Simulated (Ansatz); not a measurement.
Ge(F)4 cation (F4Ge), SMILES [F][Ge]([F])([F])[F] (connectivity only; charge and spin as stated), charge +1, multiplicity 2.

Geometry optimised at B3LYP-D3(BJ)/def2-SVP. The geometry has at least one imaginary mode, so it is a saddle point at that level. The multiplicity is an assumed one; other spin states were not compared. The isomer is the one that the SMILES or the coordinates give; other isomers of the formula were not compared.

Two levels are set side by side: PBE/def2-SVPD (Ansatz, a quantum-chemistry and plane-wave program) and CAM-B3LYP/def2-SVPD (Ansatz). Energy differences of separate SCF runs at the same geometry; the states with an electron removed or added have multiplicity 3 and 1. Differences are taken from unrounded values.

```json
[
 {"quantity": "vertical ionisation energy (eV)", "CAM-B3LYP": "22.07", "PBE": "21.63", "PBE minus CAM-B3LYP": "-0.44"},
 {"quantity": "vertical electron affinity (eV)", "CAM-B3LYP": "15.80", "PBE": "14.23", "PBE minus CAM-B3LYP": "-1.57"}
]
```
